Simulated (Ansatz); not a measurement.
Calculated with Ansatz (gas phase, PBE0-D4/def2-TZVP geometries, no zero-point term in ΔE). CBS: MP2 limit from def2 TZ/QZ plus the TZ coupled-cluster correction, frozen cores. This one scheme is used for every species, atoms too. DFT in def2-TZVPP. B3LYP here is the variant with VWN-RPA as its local correlation; programs differ in this. HSE06 is defined as in plane-wave codes. Open shells (•) are unrestricted, without spin–orbit coupling. Spin–orbit coupling would lower the free atoms: a little for C, Si; clearly for Ge. Bonds to Ge are less sure, by a few kJ/mol each and by 10 to 20 or more in all where they break to atoms, as the def2 sets lack core-valence functions. Scalar relativity is left out up to krypton.

`[SiH3]C#[C][GeH3]` → 2 C• + Ge• + 6 H• + Si•  (atomization)

```json
{"level": "LDA (SPW92)", "ΔE (kcal/mol)": "908.3", "difference from CCSD(T)/CBS": "96.4"}
{"level": "PBE-D4", "ΔE (kcal/mol)": "813.0", "difference from CCSD(T)/CBS": "1.1"}
{"level": "BLYP-D4", "ΔE (kcal/mol)": "802.9", "difference from CCSD(T)/CBS": "-9.0"}
{"level": "ωB97M-V", "ΔE (kcal/mol)": "807.8", "difference from CCSD(T)/CBS": "-4.1"}
{"level": "B2PLYP", "ΔE (kcal/mol)": "802.2", "difference from CCSD(T)/CBS": "-9.7"}
{"level": "PBE-QIDH", "ΔE (kcal/mol)": "804.5", "difference from CCSD(T)/CBS": "-7.4"}
{"level": "BLYP", "ΔE (kcal/mol)": "792.9", "difference from CCSD(T)/CBS": "-19.0"}
{"level": "r2SCAN", "ΔE (kcal/mol)": "809.0", "difference from CCSD(T)/CBS": "-2.9"}
{"level": "B3LYP", "ΔE (kcal/mol)": "800.0", "difference from CCSD(T)/CBS": "-11.9"}
{"level": "HSE06", "ΔE (kcal/mol)": "800.7", "difference from CCSD(T)/CBS": "-11.2"}
{"level": "HF/def2-SVP", "ΔE (kcal/mol)": "603.8", "difference from CCSD(T)/CBS": "-208.1"}
{"level": "CCSD(T)/def2-SVP", "ΔE (kcal/mol)": "767.1", "difference from CCSD(T)/CBS": "-44.8"}
{"level": "HF/def2-TZVPP", "ΔE (kcal/mol)": "602.6", "difference from CCSD(T)/CBS": "-209.3"}
{"level": "MP2/def2-TZVPP", "ΔE (kcal/mol)": "800.7", "difference from CCSD(T)/CBS": "-11.2"}
{"level": "SCS-MP2/def2-QZVPP", "ΔE (kcal/mol)": "814.6", "difference from CCSD(T)/CBS": "2.7"}
{"level": "CCSD/CBS(def2)", "ΔE (kcal/mol)": "800.0", "difference from CCSD(T)/CBS": "-11.9"}
{"level": "CCSD(T)/CBS", "ΔE (kcal/mol)": "811.9", "difference from CCSD(T)/CBS": "0"}
```

Largest T1 diagnostic among the species: 0.013.

From BLYP to BHLYP (50 % exact exchange), in def2-TZVPP and without D4, ΔE moves by −7.5 kcal/mol: exact exchange takes away binding that semilocal exchange gives to molecules. In def2-TZVPP, CCSD(T) changes the Hartree–Fock value by +192.2 kcal/mol (the triples alone add +11.9 kcal/mol) and MP2 by +198.1 kcal/mol; breaking electron pairs costs correlation energy, which Hartree–Fock lacks.

For atomizations the MP2-based limit and the directly extrapolated one differ by several kJ/mol either way, and by 10 to 25 for some Ge, Se and Sn compounds, so smaller differences from it don't rank the levels.
